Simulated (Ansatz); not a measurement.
All values below come from frozen-core CCSD(T)/cc-pVDZ // PBE-D3(BJ)/def2-SVP run with Ansatz (an electronic-structure program). The restricted HF reference is unstable towards unrestricted orbitals.

Ansatz 0.2 input:
```yaml
crystal:
  periodic: [false, false, false]
  atoms:
    - { symbol: N, position_ang: [5.529405, 0.661184, 1.060553] }
    - { symbol: C, position_ang: [4.39762, 0.51905, 0.774852] }
    - { symbol: C, position_ang: [3.031444, 0.35094, 0.435655] }
    - { symbol: C, position_ang: [2.511578, -0.350344, -0.640644] }
    - { symbol: C, position_ang: [1.08096, -0.315929, -0.682673] }
    - { symbol: C, position_ang: [0.192267, -0.905204, -1.616433] }
    - { symbol: C, position_ang: [-1.180849, -0.738372, -1.457553] }
    - { symbol: C, position_ang: [-1.726439, 0.013181, -0.375546] }
    - { symbol: Si, position_ang: [-3.597086, 0.212758, -0.196854] }
    - { symbol: C, position_ang: [-0.856811, 0.603327, 0.558158] }
    - { symbol: C, position_ang: [0.531093, 0.437462, 0.401671] }
    - { symbol: S, position_ang: [1.7802, 1.082477, 1.441525] }
    - { symbol: H, position_ang: [3.14462, -0.869879, -1.371719] }
    - { symbol: H, position_ang: [0.593865, -1.489, -2.45844] }
    - { symbol: H, position_ang: [-1.85925, -1.202244, -2.191279] }
    - { symbol: H, position_ang: [-3.883992, 1.05531, 1.015015] }
    - { symbol: H, position_ang: [-4.260271, -1.129938, -0.041919] }
    - { symbol: H, position_ang: [-4.176647, 0.876248, -1.41759] }
    - { symbol: H, position_ang: [-1.251721, 1.188964, 1.402464] }
basis:
  gaussian: { orbitals: cc-pVDZ }
correlation:
  method: ccsd_t
```

Output:

```
Functional definition: HF
2006 factors; integrals over basis functions are off by at most 9.3e-4 eV
mean field evaluation 1: about -29539.2167 eV, gradient 4.5e1 eV
mean field evaluation 2: about -29539.7573 eV, gradient 4.5e1 eV
mean field evaluation 4: about -29546.1623 eV, gradient 8.9e0 eV
mean field evaluation 8: about -29546.4342 eV, gradient 6.7e-1 eV
mean field evaluation 16: about -29546.4376 eV, gradient 2.6e-6 eV
mean field -29546.43762270 eV, -1085.8115553396 hartree, gradient 2.6e-6 eV, S^2 0.000000; 0 other end points of the search recorded, 0 dependent functions left out; unrestricted orbitals would lower it
20 core orbitals not correlated
reference -29546.43762270 eV, -1085.8115553396 hartree; 29, 29 occupied and 162, 162 virtual orbitals, 2006 factors
second order -42.28245135 eV of doubles, -0.00000000 eV of singles
cycle   1  -41.94081494 eV  change    3.4e-1 eV  update   1.9e-1
cycle   2  -43.37745099 eV  change    -1.4e0 eV  update   6.2e-2
cycle   3  -43.71452680 eV  change   -3.4e-1 eV  update   2.9e-2
cycle   4  -43.71812278 eV  change   -3.6e-3 eV  update   9.0e-3
cycle   5  -43.72243416 eV  change   -4.3e-3 eV  update   4.9e-3
cycle   6  -43.72522038 eV  change   -2.8e-3 eV  update   1.6e-3
cycle   7  -43.72427851 eV  change    9.4e-4 eV  update   8.3e-4
cycle   8  -43.72407376 eV  change    2.0e-4 eV  update   3.6e-4
cycle   9  -43.72411760 eV  change   -4.4e-5 eV  update   1.7e-4
cycle  10  -43.72405550 eV  change    6.2e-5 eV  update   6.6e-5
cycle  11  -43.72398184 eV  change    7.4e-5 eV  update   2.7e-5
cycle  12  -43.72401011 eV  change   -2.8e-5 eV  update   1.5e-5
perturbative correction -2.12749753 eV, -0.0781840923 hartree
Total energy: -29592.28913034 eV, -1087.4965671661 hartree
```

Cost: around 8 core-minutes (rough).
